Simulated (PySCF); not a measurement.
Isomers of C6H13O (doublet state), one GFN2-xTB conformer each. Single-point energies are computed at B3LYP/pcH-1 (PySCF, gas phase, no added dispersion term), electronic only. GFN2-xTB treats the open shell by occupation alone, and not every SCF solution was tested for stability.

```csv
SMILES,GFN2-xTB relative energy (kcal/mol)
C[C](C)OC(C)C,0.0
C[C](C)CCCO,5.8
CCC[C@H](C)[CH]O,3.4
```

Conformers: `[CH3:1][C:2]([CH3:3])[O:4][CH:5]([CH3:6])[CH3:7]` (doublet state) with C1–C2–O4–C5 173°, C2–O4–C5–C6 167°; `[CH3:1][C:2]([CH3:3])[CH2:4][CH2:5][CH2:6][OH:7]` (doublet state) with C1–C2–C4–C5 -106°, C2–C4–C5–C6 62°, C4–C5–C6–O7 -177°, C5–C6–O7–H -57°; `[CH3:1][CH2:2][CH2:3][C@H:4]([CH3:5])[CH:6][OH:7]` (doublet state) with C1–C2–C3–C4 -179°, C2–C3–C4–C5 -175°, C3–C4–C6–O7 -144°, C4–C6–O7–H 18°.

Task: What does B3LYP/pcH-1 give for the same structures?

Result: 
| SMILES | B3LYP/pcH-1 E (Eh) | B3LYP/pcH-1 (kcal/mol) | GFN2-xTB (kcal/mol) | point group |
| --- | --- | --- | --- | --- |
| C[C](C)OC(C)C | -311.66995 | 0.0 | 0.0 | C1 |
| CCC[C@H](C)[CH]O | -311.66580 | 2.6 | 3.4 | C1 |
| C[C](C)CCCO | -311.66391 | 3.8 | 5.8 | C1 |

Both levels put the same isomer lowest; measured from each level's own lowest isomer, the values differ by up to 2.0 kcal/mol (C[C](C)CCCO: 5.8 against 3.8). As drawn, the highest has an O–H bond, which the lowest lacks. Neighbours under 5.0 kcal/mol apart (C[C](C)OC(C)C and CCC[C@H](C)[CH]O; CCC[C@H](C)[CH]O and C[C](C)CCCO) can change places with a better method, another conformer or zero-point energy.
